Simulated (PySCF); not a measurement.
# How methods differ on the excitation energy of He⁺

He⁺ 1s1 (2S) → He⁺ 2p1 (2P), as a difference of total energies. Computed with PySCF 2.14 in dyall-av3z (10s3p2d, 29 functions), with no relativity, point nucleus. The calculations carry no spin-orbit coupling.

| method | excitation energy (cm⁻¹) |
| --- | --- |
| UHF | 333680 |
| LDA | 319350 |
| PBE | 326110 |
| PBE0 | 327940 |
| r2SCAN | 329090 |
| r2SCANh | 329550 |
| B3LYP | 327400 |
| CAM-B3LYP | 327580 |
| MN15 | 335030 |

The promoted electron is Rydberg-like, and one or two diffuse shells describe it only roughly, which tends to raise the upper state.

**Question.** Which method comes closest to the reference value, and which is furthest?

**Answer.** The reference is 329180 cm⁻¹ (measured; NIST levels, between the centres of gravity of the two terms). Closest: r2SCAN (error -93.203 cm⁻¹); furthest: LDA (error -9831.4 cm⁻¹).
